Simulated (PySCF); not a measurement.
# How the functional moves excitation energies

Species: C2H10OSi2.
Bonds: C1–O2, O2–C3, C3–Si4, Si4–Si5. Hydrogens: H6, H7, H8 on C1; H9, H10 on C3; H11, H12 on Si4; H13, H14, H15 on Si5.

Linear-response calculations in the def2-SVPD basis (PySCF; singlets by full response, triplets Tamm–Dancoff, core orbitals frozen in the response; HF means time-dependent Hartree–Fock). 'Strongest' is the level of largest summed f among the singlets computed (10 roots, of which the last may lack a degenerate partner); it can jump between rows when another state enters that window. S1 is the lowest singlet of each run and needn't be the same state throughout; f(S1) is that of one state. One conformer (not necessarily the lowest) at the PBE0-D3(BJ)/def2-SVP geometry, without solvent, vibrations or thermal averaging.

| functional | kind | S1 (eV) | f(S1) | strongest (eV) | T1 (eV) | HOMO (eV) | gap (eV) | ionisation energy, ΔSCF (eV) |
| --- | --- | --- | --- | --- | --- | --- | --- | --- |
| LDA | LDA | 5.56 | 0.003 | 6.87 | 5.48 | -6.27 | 5.53 | 9.69 |
| PBE | GGA | 5.63 | 0.004 | 6.94 | 5.54 | -6.19 | 5.61 | 9.59 |
| B3LYP | global hybrid, 20% exact exchange | 6.57 | 0.008 | 7.58 | 6.27 | -7.52 | 7.53 | 9.70 |
| PBE0 | global hybrid, 25% exact exchange | 6.74 | 0.007 | 7.73 | 6.23 | -7.75 | 7.96 | 9.62 |
| CAM-B3LYP | range-separated hybrid | 7.09 | 0.011 | 7.92 | 6.45 | -9.18 | 10.25 | 9.91 |
| wB97X-D | range-separated hybrid | 7.20 | 0.008 | 8.01 | 6.58 | -9.66 | 11.56 | 9.85 |
| LC-wPBE | range-separated hybrid | 7.52 | 0.024 | 8.35 | 6.50 | -10.47 | 12.62 | 10.12 |
| HF | Hartree–Fock | 7.91 | 0.061 | 8.79 | 6.64 | -10.66 | 13.18 | not settled |

**Question.** What does BHandHLYP (global hybrid, 50% exact exchange) give?

**Answer.** S1 (eV) 7.42, f(S1) 0.044, strongest (eV) 8.05, T1 (eV) 6.54, HOMO (eV) -9.04, gap (eV) 9.97, ionisation energy, ΔSCF (eV) 9.93. S1 runs from 5.56 eV (LDA) to 7.91 eV (HF), a spread of 2.36 eV, while the orbital gap spreads over 7.7 eV. Along PBE (0%), B3LYP (20%), PBE0 (25%), BHandHLYP (50%), HF (100%) S1 rises with the share of exact exchange. −ε(HOMO) comes closest to its own ΔSCF ionisation energy with wB97X-D (-0.19 eV) and misses most with LDA (-3.42 eV). 'Not settled' means that the ion's SCF failed to converge or may have ended in another state than the lowest.

Without π bonds the low states are Rydberg-like; a valence basis with one diffuse set may place them up to an eV too high.
